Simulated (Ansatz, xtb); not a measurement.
Isomers of AlH5O3Si in order of energy

3 gas-phase structures of AlH5O3Si, from a drawn sample of its isomers (lower ones may exist). Each was relaxed with GFN2-xTB; where two conformers were screened, the lower at r2SCAN-D4/def2-SVP is listed:

A. `[OH][Al]([OH])[O][SiH3]`, a singlet
B. `O[SiH](O)[O][AlH2]`, a singlet
C. `[OH][AlH][O][SiH2]O`, a singlet

Estimate their order in r2SCAN-D4/def2-SVP energy at these geometries, lowest first.

Calculated order at r2SCAN-D4/def2-SVP: A (0.0), C (8.7), B (13.0) kcal/mol.

Energies above the lowest of each column, in kcal/mol; the last columns are at PBE0-D4/def2-SVP geometries and were run for some of them only (a dash: not run or not comparable):

```csv
structure,GFN2-xTB,HF/STO-3G,r2SCAN-D4/def2-SVP,PBE0-D4/def2-SVP,CCSD(T)/def2-SVP + ΔMP2/def2-TZVPP
A,8.2,0.0,0.0,0.0,0.0
C,0.0,19.0,8.7,5.3,5.5
B,13.0,11.8,13.0,–,–
```

CCSD(T)/def2-SVP + ΔMP2/def2-TZVPP puts A lowest of those it was run on; GFN2-xTB picks C. Some further structures that were screened fall inside this span and aren't listed. Flexible structures stand in one conformer each, not always the lowest. Frequencies (PBE0-D4/def2-SVP) were run for A, C alone. ΔMP2 is the change of the MP2 energy from the smaller to the larger basis.

Programs: Ansatz 0.2.0, xtb 6.7.1.
